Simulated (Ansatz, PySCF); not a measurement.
Gas-phase reaction (SMILES): CO[Si](S)(OC)OC + N (NH3) -> CO[Si](N)(OC)OC + S (H2S); ammonia cleaves one Si-S bond, a model of a ligand-exchange step.

Geometries: B3LYP-D3(BJ)/def2-TZVP minima from Ansatz (an electronic-structure program), one conformer each, not searched for the lowest. Valence correlation only, unless marked. No spin-orbit coupling. No relativistic terms. Basis-set limits of correlation are two-point, X^-3; Hartree-Fock from the larger set. The bracket is a focal-point correction in the basis named. Thermal terms are rigid-rotor harmonic-oscillator values from B3LYP-D3(BJ) frequencies (Ansatz or PySCF) at 298.15 K and 1 atm. 1 Eh = 627.5095 kcal/mol.

```
species          E, RI-MP2/CBS(cc-pV(T+d)Z,cc-pV(Q+d)Z)+[CCSD(T)-MP2]/cc-pV(T+d)Z (Ansatz) (Eh)  E, PBE-D3(BJ)/def2-TZVPD (Ansatz + dftd3) (Eh)  H - E (Eh)
---------------  ------------------------------------------------------------------------------  ----------------------------------------------  ----------
CO[Si](S)(OC)OC                                                                     -1032.69281                                     -1033.29850     0.15199
N (NH3)                                                                               -56.50668                                       -56.51114     0.03799
CO[Si](N)(OC)OC                                                                      -690.23005                                      -690.57692     0.16809
S (H2S)                                                                              -398.96967                                      -399.22909     0.01881
```

Question: Work out ΔE and ΔH at 298.15 K at the first level, then ΔH at the second.

Answer: 
1. ΔE = [(-690.23005) + (-398.96967)] - [(-1032.69281) + (-56.50668)] = -0.00023 Eh = -0.1 kcal/mol at RI-MP2/CBS(cc-pV(T+d)Z,cc-pV(Q+d)Z)+[CCSD(T)-MP2]/cc-pV(T+d)Z.
2. The terms H - E add up to -0.00308 Eh, so ΔH = (-0.00023 + (-0.00308))×627.5095 = -2.1 kcal/mol.
3. At PBE-D3(BJ)/def2-TZVPD the same steps give ΔE = 2.3 and ΔH = 0.3 kcal/mol, a shift of +2.4 from the first level.
4. These values are not checked against measurement here, since the tables used lack a sound gas-phase enthalpy of formation for at least one species.
